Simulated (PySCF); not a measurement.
One of the candidates below gave these computed data.

All candidates are C8H10.

| technique | computed result |
| --- | --- |
| 1H NMR | chemical shifts (computed TMS as zero) by class: 3.00 (1 H), 1.99 (3 H), 1.75 (1 H), 1.68 (1 H), 1.58 (1 H), 1.14 (3 H) ppm [GIAO PBE0/pcSseg-1] |
| Polarisability | 93.3 au [PBE0/def2-SVPD] |
| UV, first state | lowest singlet excitation: 6.49 eV (191 nm, f = 0.003) [TDDFT PBE0/def2-SVPD] |
| Rotational structure | rotational constants A, B, C: 3.206, 1.121, 0.872 GHz [GFN2-xTB] |
| 13C NMR | chemical shifts (computed TMS as zero) by class: 88.5 (1 C), 85.0 (1 C), 83.9 (1 C), 76.4 (1 C), 35.1 (1 C), 26.5 (1 C), 14.9 (1 C), 4.7 (1 C) ppm [GIAO PBE0/pcSseg-1] |
| Triplet | lowest triplet excitation (Tamm–Dancoff): 5.36 eV [TDA PBE0/def2-SVPD] |
| UV, strongest line | among the 6 lowest singlet transitions: S4 at 6.79 eV (183 nm, f = 0.022) [TDDFT PBE0/def2-SVPD] |

Gas-phase values; electronic properties from PySCF, density fitting. Levels stand in brackets. One conformer (not necessarily the lowest) at the GFN2-xTB geometry, without solvent, vibrations or thermal averaging. NMR classes are plain means over equivalent atoms (diastereotopic ones count apart unless rotation or inversion swaps them), as if these changed places fast.

Task: Which candidate is it?
A. `C#CC/C=C/C(=C)C`
B. `CC#CCC=C=CC`
C. `C=C1C=C(C)/C1=C\C`
D. `C=CC1=C[C@@H]1C1CC1`
E. `C#C[C@H](C#CC)CC`

Result: E. It is `C#C[C@H](C#CC)CC`. Numbering: `[CH:1]#[C:2][C@H:3]([C:4]#[C:5][CH3:6])[CH2:7][CH3:8]`. Its formula, C8H10, gives 4 degrees of unsaturation: 0 rings and 4 π bonds in the structure found. 8 carbons fall into 8 classes; from least to most shielded: alkyne carbon [C2] (88.5 ppm), alkyne carbon [C4] (85.0 ppm), alkyne carbon [C5] (83.9 ppm), terminal alkyne carbon [C1] (76.4 ppm), chain CH2 carbon [C7] (35.1 ppm), propargylic carbon [C3] (26.5 ppm), methyl carbon [C8] (14.9 ppm), propargylic carbon [C6] (4.7 ppm). Hydrogen classes from least to most shielded: 1 H on a propargylic carbon, C3 (3.00 ppm), 3 H on a propargylic carbon, C6 (1.99 ppm), 1 H on a chain CH2 carbon, C7 (1.75 ppm), 1 H on a chain CH2 carbon, C7 (1.68 ppm), 1 H on a terminal alkyne carbon, C1 (1.58 ppm), 3 H on a methyl carbon, C8 (1.14 ppm, a mean of values up to 0.9 ppm apart in this geometry). The optimised geometry has point group C1 and is an asymmetric top.

The others, at the same levels:
- `CC#CCC=C=CC` fails: its computed 13C shifts are 216.5 (1 C), 94.3 (1 C), 92.6 (1 C), 83.8 (1 C), 83.6 (1 C), 24.8 (1 C), 18.8 (1 C), 4.8 (1 C) ppm, 1H shifts are 5.35 (1 H), 5.32 (1 H), 2.98 (2 H), 1.96 (3 H), 1.78 (3 H) ppm and rotational constant A is 8.146 GHz (against 3.206 GHz).
- `C#CC/C=C/C(=C)C` fails: its computed 13C shifts are 149.6 (1 C), 142.0 (1 C), 133.0 (1 C), 124.1 (1 C), 86.4 (1 C), 76.1 (1 C), 27.0 (1 C), 21.3 (1 C) ppm, 1H shifts are 6.37 (1 H), 5.76 (1 H), 5.33 (1 H), 5.23 (1 H), 3.13 (2 H), 1.97 (3 H), 1.48 (1 H) ppm and rotational constant A is 5.268 GHz (against 3.206 GHz).
- `C=C1C=C(C)/C1=C\C` fails: its computed 13C shifts are 166.0 (1 C), 154.9 (1 C), 149.1 (1 C), 148.2 (1 C), 113.2 (1 C), 95.3 (1 C), 18.3 (1 C), 16.6 (1 C) ppm, 1H shifts are 6.92 (1 H), 5.47 (1 H), 4.77 (1 H), 4.72 (1 H), 2.28 (3 H), 1.96 (3 H) ppm and lowest singlet excitation is 4.91 eV (253 nm, f = 0.070) (against 6.49 eV).
- `C=CC1=C[C@@H]1C1CC1` fails: its computed 13C shifts are 133.5 (1 C), 133.3 (1 C), 131.8 (1 C), 122.1 (1 C), 27.2 (1 C), 19.6 (1 C), 5.9 (1 C), 5.6 (1 C) ppm, 1H shifts are 7.41 (1 H), 7.06 (1 H), 6.08 (1 H), 6.04 (1 H), 0.87 (1 H), 0.51 (1 H), 0.46 (1 H), 0.27 (1 H), 0.25 (1 H), -0.10 (1 H) ppm and rotational constant A is 3.904 GHz (against 3.206 GHz).

Each candidate is one conformer, not necessarily the lowest. The conformers computed, where there is a choice (atom-mapped SMILES and torsion angles):
- `[CH:1]#[C:2][C@H:3]([C:4]#[C:5][CH3:6])[CH2:7][CH3:8]`: C2–C3–C7–C8 -63°
- `[CH3:1][C:2]#[C:3][CH2:4][CH:5]=[C:6]=[CH:7][CH3:8]`: C3–C4–C5–C6 -120°
- `[CH:1]#[C:2][CH2:3]/[CH:4]=[CH:5]/[C:6](=[CH2:7])[CH3:8]`: C2–C3–C4–C5 -123°, C4–C5–C6–C7 180°
- `[CH2:1]=[CH:2][C:3]1=[CH:4][C@@H:5]1[CH:6]1[CH2:7][CH2:8]1`: C1–C2–C3–C4 176°, C4–C5–C6–C7 -175°
